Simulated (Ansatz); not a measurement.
C₆H₁₈BN⁺, that is B(NH3)Et3 with one electron fewer, relaxed as a doublet with UKS PBE-D4/def2-SVP in Ansatz, starting from the PBE-D4/def2-SVP geometry of the neutral singlet. Force threshold 0.02 eV/Å.

The relaxation made no stability test and no search for a lower SCF solution.

Start:

```xyz
26

B     0.058   -0.082    0.016
N    -0.888    1.271   -0.248
H    -0.775    1.953    0.516
H    -1.886    1.016   -0.302
H    -0.629    1.734   -1.131
C    -0.022   -0.931   -1.380
C     0.571   -0.264   -2.630
H    -1.075   -1.230   -1.600
H     0.506   -1.896   -1.206
H     0.454   -0.876   -3.550
H     0.091    0.718   -2.862
H     1.655   -0.056   -2.513
C    -0.640   -0.842    1.287
C    -2.059   -1.387    1.072
H    -0.642   -0.183    2.188
H     0.029   -1.688    1.568
H    -2.489   -1.859    1.981
H    -2.785   -0.591    0.777
H    -2.092   -2.148    0.265
C     1.550    0.504    0.343
C     1.697    1.351    1.615
H     1.943    1.089   -0.523
H     2.235   -0.371    0.416
H     2.725    1.747    1.761
H     1.030    2.246    1.614
H     1.438    0.775    2.528
```

```tsv
step	energy (eV)	largest force component (eV/Å)	SCF passes
1	-8656.7255	2.124	49
2	-8657.2157	1.119	25
3	-8657.2927	0.674	24
4	-8657.3398	0.214	24
5	-8657.3503	0.097	24
6	-8657.3522	0.071	20
7	-8657.3531	0.050	20
8	-8657.3536	0.049	20
9	-8657.3548	0.050	24
10	-8657.3553	0.031	23
11	-8657.3555	0.024	22
12	-8657.3556	0.025	19
13	-8657.3557	0.014	15
```

Force components are those of the run's own axes.

End:

```
atom   x (Å)   y (Å)   z (Å)
  B1  -0.124  -0.055  -0.062
  N2  -0.960   1.309  -0.325
  H3  -0.837   2.022   0.412
  H4  -1.971   1.094  -0.361
  H5  -0.720   1.742  -1.233
  C6  -0.014  -0.893  -1.415
  C7   0.599  -0.210  -2.644
  H8  -1.057  -1.207  -1.671
  H9   0.523  -1.842  -1.202
 H10   0.555  -0.855  -3.544
 H11   0.081   0.735  -2.924
 H12   1.671   0.034  -2.486
 C13  -0.630  -0.732   1.349
 C14  -1.987  -1.412   1.083
 H15  -0.716   0.032   2.150
 H16   0.106  -1.482   1.697
 H17  -2.368  -1.815   2.048
 H18  -2.769  -0.721   0.702
 H19  -1.906  -2.260   0.377
 C20   1.542   0.428   0.433
 C21   1.724   1.236   1.677
 H22   1.711   0.987  -0.518
 H23   2.090  -0.531   0.420
 H24   2.783   1.590   1.710
 H25   1.101   2.154   1.721
 H26   1.572   0.650   2.604
```

By distances, no bond broke or formed. The bond that changes most is B1–C20, from 1.64 to 1.80 Å (atoms count from 1).

No frequencies were taken in this run, so the end may be a saddle point.

Hardware: 4 threads of Arm Neoverse V2 on a shared host. Wall time 48 s.
